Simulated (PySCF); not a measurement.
## Potential energy of BeH along the bond

Set-up: PySCF, spin-free X2C with a Gaussian nucleus, basis sets Be jorge-DZP-DKH, H jorge-DZP-DKH. Energies in eV from Be + H in their ground configurations at the same level. State: ²Σ⁺ (doublet), unpaired electrons σ ↑.

All columns are BLYP. A positive dipole means Be(−)H(+).

```json
{"R (Å)": "1.171", "E (eV)": "-2.050", "μ (D)": "0.06", "Mulliken charge on Be (basis-dependent)": "-0.08", "HOMO (eV)": "-4.36", "LUMO (eV)": "-2.06", "Mayer bond order": "0.99", "⟨S²⟩": "0.75"}
{"R (Å)": "1.226", "E (eV)": "-2.219", "μ (D)": "0.00", "Mulliken charge on Be (basis-dependent)": "-0.07", "HOMO (eV)": "-4.40", "LUMO (eV)": "-2.13", "Mayer bond order": "0.98", "⟨S²⟩": "0.75"}
{"R (Å)": "1.280", "E (eV)": "-2.317", "μ (D)": "-0.07", "Mulliken charge on Be (basis-dependent)": "-0.05", "HOMO (eV)": "-4.43", "LUMO (eV)": "-2.20", "Mayer bond order": "0.98", "⟨S²⟩": "0.75"}
{"R (Å)": "1.321", "E (eV)": "-2.354", "μ (D)": "-0.13", "Mulliken charge on Be (basis-dependent)": "-0.04", "HOMO (eV)": "-4.46", "LUMO (eV)": "-2.26", "Mayer bond order": "0.98", "⟨S²⟩": "0.75"}
{"R (Å)": "1.362", "E (eV)": "-2.365", "μ (D)": "-0.20", "Mulliken charge on Be (basis-dependent)": "-0.03", "HOMO (eV)": "-4.49", "LUMO (eV)": "-2.32", "Mayer bond order": "0.98", "⟨S²⟩": "0.75"}
{"R (Å)": "1.403", "E (eV)": "-2.355", "μ (D)": "-0.26", "Mulliken charge on Be (basis-dependent)": "-0.02", "HOMO (eV)": "-4.52", "LUMO (eV)": "-2.39", "Mayer bond order": "0.98", "⟨S²⟩": "0.75"}
{"R (Å)": "1.457", "E (eV)": "-2.313", "μ (D)": "-0.35", "Mulliken charge on Be (basis-dependent)": "0.00", "HOMO (eV)": "-4.57", "LUMO (eV)": "-2.47", "Mayer bond order": "0.97", "⟨S²⟩": "0.75"}
{"R (Å)": "1.525", "E (eV)": "-2.226", "μ (D)": "-0.46", "Mulliken charge on Be (basis-dependent)": "0.02", "HOMO (eV)": "-4.62", "LUMO (eV)": "-2.59", "Mayer bond order": "0.97", "⟨S²⟩": "0.75"}
{"R (Å)": "1.607", "E (eV)": "-2.085", "μ (D)": "-0.60", "Mulliken charge on Be (basis-dependent)": "0.04", "HOMO (eV)": "-4.69", "LUMO (eV)": "-2.72", "Mayer bond order": "0.96", "⟨S²⟩": "0.75"}
{"R (Å)": "1.716", "E (eV)": "-1.861", "μ (D)": "-0.79", "Mulliken charge on Be (basis-dependent)": "0.07", "HOMO (eV)": "-4.78", "LUMO (eV)": "-2.91", "Mayer bond order": "0.94", "⟨S²⟩": "0.75"}
```

A fit through these points gives, at Re = 1.361 Å, μ = -0.19 D and dμ/dR = -1.54 D/Å; the reduced mass is 0.9065 u.

Q: How strong is the fundamental in the double-harmonic approximation, I = 42.26·(dμ/dR)²/μred km/mol?

A: I = 42.26·(-1.54)²/0.9065 = 111 km/mol at BLYP.

The state was picked by a PBE0 search and need not be the measured ground state.
